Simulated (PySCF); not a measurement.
C6H13P.
Atom-mapped SMILES: `[CH2:1]=[P:2]([CH3:3])([CH3:4])[CH:5]1[CH2:6][CH2:7]1`

NICS = −σ at a ghost point: NICS(0) at the centroid of the ring atoms, NICS(1) 1 Å to either side along the normal of their mean plane, zz for the tensor component along that normal. Level: GIAO PBE0/pcSseg-1 (PySCF, non-relativistic, gas phase) on the GFN2-xTB geometry, one conformer.

Ring bond lengths (Å), with Mayer bond orders in brackets: C5–C6 1.499 (0.95), C6–C7 1.491 (0.98), C7–C5 1.499 (0.95).

Problem. Give the NICS values of each ring in ppm.

Solution. 
| ring | type | NICS(0) | NICS(1), two faces | NICS(1)zz, two faces | rms pucker (Å) | centre to ring atoms, mean (Å) |
| --- | --- | --- | --- | --- | --- | --- |
| C5–C6–C7 | 3-membered carbocycle; formal bonds all single | -45.5 | -10.8 / -9.1 | -24.8 / -25.1 | 0.00 | 0.86 |

Problem. What can be read from them?

Solution. 
- C5–C6–C7: mean NICS(1)zz -25.0 ppm, shielded. C5, C6, C7 have four or more neighbours, and the NICS criterion for π rings isn't applied. NICS(0) lies 36 ppm below the mean NICS(1).

Problem. List the ring angles and the Hirshfeld charges of the ring atoms.

Solution. 
- C5–C6–C7: C5 59.6° (-0.096 e), C6 60.2° (-0.093 e), C7 60.2° (-0.093 e); sum 180.0° against 180° for a flat convex ring.

Problem. How shielded are the nuclei of the rings and their hydrogens (means over atoms taken as equivalent)?

Solution. 
| atoms | environment | σ isotropic (ppm) |
| --- | --- | --- |
| C5 | sp3 carbon bound to phosphorus | 172.5 |
| C6 (×2) | three-membered-ring carbon | 185.9 |
| H on C5 | methine hydrogen | 31.00 |
| H on C6 (×2) | methylene hydrogen | 31.24 |
| H on C6 (×2) | methylene hydrogen | 31.47 |

The run took 37 s (grids of density and orbitals included) on Arm Neoverse V1, one thread, no GPU, shared host, and the process peaked at 0.89 GiB of memory. This is the whole shielding run at PBE0/pcSseg-1, SCF included.

The values belong to the conformer `[CH2:1]=[P:2]([CH3:3])([CH3:4])[CH:5]1[CH2:6][CH2:7]1`: C1–P2–C5–C6 -33°.
